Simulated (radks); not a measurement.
Problem. All-electron atom: W+ in [Xe] 4f14 5d4 7d1 (not the ground configuration). Calculated with a radial shooting solver on a logarithmic mesh with Libxc functionals: scalar-relativistic Kohn-Sham, PBE, spin-polarised, spherical densities, finite nucleus; open shells are filled with parallel spins first (spin-orbit coupling, left out, can overturn this in heavy ions); Fermi nuclear charge, rms radius 5.3658 fm. Some entries of the table are withheld. Estimate them.

orbital,occ.,eigenvalue (Ry),r(max) (bohr),<r> (bohr)
1s down,1,-5106.914,0.01146,0.01835
1s up,1,-5106.913,0.01146,0.01835
2s up,1,-882.2854,0.06568,0.07758
2s down,1,-882.2721,0.06568,0.07758
2p up,3,-771.9018,0.05388,0.06944
2p down,3,-771.8913,0.05388,0.06944
3s up,1,-203.9284,0.1853,0.2011
3s down,1,-203.9253,0.1853,0.2011
3p up,3,-171.2243,0.1834,0.2013
3p down,3,-171.2206,0.1834,0.2013
3d up,5,-133.5588,0.1494,0.1824
3d down,5,-133.5505,0.1494,0.1824
4s up,1,-42.82641,0.4206,0.4496
4s down,1,-42.81548,0.4207,0.4496
4p up,3,-32.09489,0.4411,0.4780
4p down,3,-32.08491,0.4412,0.4780
4d up,5,-18.47928,0.4522,0.5114
4d down,5,-18.46732,0.4522,0.5112
5s up,1,-6.81770,0.9649,1.071
5s down,1,-6.69157,0.9603,1.063
5p up,3,-4.20637,(1),1.253
5p down,3,-4.03564,(2),1.241
4f up,7,-3.40279,0.4288,0.6102
4f down,7,-3.37457,0.4286,0.6051
5d up,4,-1.33185,1.482,1.870
5d down,0,-1.11413,1.462,1.881
7d up,1,-0.19193,(3),11.56

Solution. 
(1) 5p up r(max) (bohr): 1.096
(2) 5p down r(max) (bohr): 1.087
(3) 7d up r(max) (bohr): 12.03
